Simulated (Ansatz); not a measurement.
Compare A (`C[SiH]1[SiH2]B1[SiH3]`) with its isomer B (`[SiH3][Si]1([SiH3])BC1`).

Program: Ansatz. Geometries: PBE0-D4/def2-TZVP. ΔE: electronic, gas phase. CCSD(T)/CBS adds triple-zeta CCSD(T) − MP2 to the extrapolated MP2 energy (def2 sets, frozen cores). DFT in def2-TZVPP. B3LYP here is the variant with VWN-RPA as its local correlation; programs differ in this.

Problem. Which isomer does CCSD(T)/CBS put lower? Give the gap. (Best estimate.)

Solution. Ansatz gave: A, by 23.6 kJ/mol.

Problem. Give E(B) − E(A) in kJ/mol with r2SCAN-D4, PBE0-D4, PBE-D4, B3LYP, CCSD(T)/def2-TZVPP, MP2/def2-TZVPP, CCSD/def2-TZVPP. (Best estimate.)

Solution. Ansatz gave: r2SCAN-D4 22.0, PBE0-D4 21.2, PBE-D4 23.7, B3LYP 16.6, CCSD(T)/def2-TZVPP 25.5, MP2/def2-TZVPP 34.5, CCSD/def2-TZVPP 20.9. None reverses the order clearly.

Largest T1 diagnostic: 0.015.

In def2-TZVPP, CCSD(T) changes the Hartree–Fock value by +26.3 kJ/mol (the triples alone add +4.6 kJ/mol) and MP2 by +35.2 kJ/mol. The D4 term adds +3.2 kJ/mol with B3LYP and +1.4 kJ/mol with PBE0; it sums over pairs of atoms, weighted by their polarisabilities, and B3LYP, whose exchange is more repulsive, gets the larger term.
